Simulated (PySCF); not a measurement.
A GIAO shielding run with PySCF 2.14.0 with density-fitted response routines (density fitting, non-relativistic, gas phase) on `[F][Be-2]([F])([F])[F]`, [BeF₄]2-:

```
$ OMP_NUM_THREADS=1 python probes_run.py task.json out

{"job": {"kind": "nmr", "xc": "wB97X-D", "basis": "pcSseg-2", "pop": false}, "charge": -2, "multiplicity": 1}
F     -0.046594    -0.806614    -1.390967
Be     0.007003    -0.006690    -0.007777
F      1.526129     0.131029     0.469260
F     -0.829952    -0.799098     1.100230
F     -0.623409     1.447260    -0.209127
```

Hardware: 1 thread of an Intel Xeon 6975P-C, shared host.

Question: How large is the calculation?

Answer: 42 electrons, 165 basis functions and 464 auxiliary functions.

Question: How long does it take, and how much memory does it need?

Answer: 5.9 s of wall time, with 12 SCF cycles and 6 response iterations; peak memory 0.73 GiB. Times on a shared host scatter by some tens of per cent.

Question: And these other runs on the same molecule and hardware: GIAO shielding at B97-2/pcSseg-2; GIAO shielding at KT3/pcSseg-2; GIAO shielding at PBE0/pcSseg-2?

Answer: B97-2/pcSseg-2: 165 functions, 4.7 s; KT3/pcSseg-2: 165 functions, 6.7 s; PBE0/pcSseg-2: 165 functions, 5.2 s.
